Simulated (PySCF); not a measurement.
Molecular orbitals of KI⁺

UHF at R = 3.612 Å; basis K x2c-SVPall, I x2c-SVPall; spin-free X2C with a Gaussian nucleus; PySCF 2.14. State: ²Π (doublet), unpaired electrons π ↑. Only the outer orbitals are listed, counted within each symmetry.

```csv
spin,orbital,occ.,ε (eV),on K (%),main shells (%)
α,13σ,1,-53.39,100,100 K s
α,7π,1,-31.46,100,100 K p
α,7π,1,-31.45,100,100 K p
α,14σ,1,-31.44,99,99 K p
α,15σ,1,-29.14,1,99 I s
α,8π,1,-16.35,0,100 I p
α,16σ,1,-15.08,3,97 I p
α,8π,1,-14.80,1,99 I p
α,17σ,0,-3.58,100,96 K s
α,9π,0,-2.00,100,100 K p
α,9π,0,-1.93,100,100 K p
β,13σ,1,-53.39,100,100 K s
β,7π,1,-31.46,100,100 K p
β,7π,1,-31.45,100,100 K p
β,14σ,1,-31.44,100,100 K p
β,15σ,1,-26.70,1,99 I s
β,16σ,1,-14.54,4,96 I p
β,8π,1,-14.25,1,99 I p
β,8π,0,-5.29,5,95 I p
β,17σ,0,-3.56,100,95 K s
β,9π,0,-1.93,99,99 K p
```

Question: Which are the highest filled and the lowest empty level, where do they sit, and how wide is the gap?

Answer: Highest filled β 8π at -14.25 eV (in %: 99 I p); lowest empty β 8π at -5.29 eV (in %: 95 I p); the gap at UHF is 8.96 eV. Both belong to one degenerate shell, split only by its one-sided filling, so this is no excitation gap.

- bond order (Mayer): 0.19
- ⟨S²⟩: 0.756
- charge on K (Mulliken, basis-dependent): 0.90
- charge on K (Löwdin, basis-dependent): 0.74
- dipole moment (positive dipole points towards I; it is taken about the centre of mass and depends on that origin): -11.73 D
- polarisability along the bond: 33.7 bohr³
- polarisability across the bond: 24.1 bohr³

Spin–orbit coupling is left out. The state was picked by a PBE0 search and need not be the measured ground state.
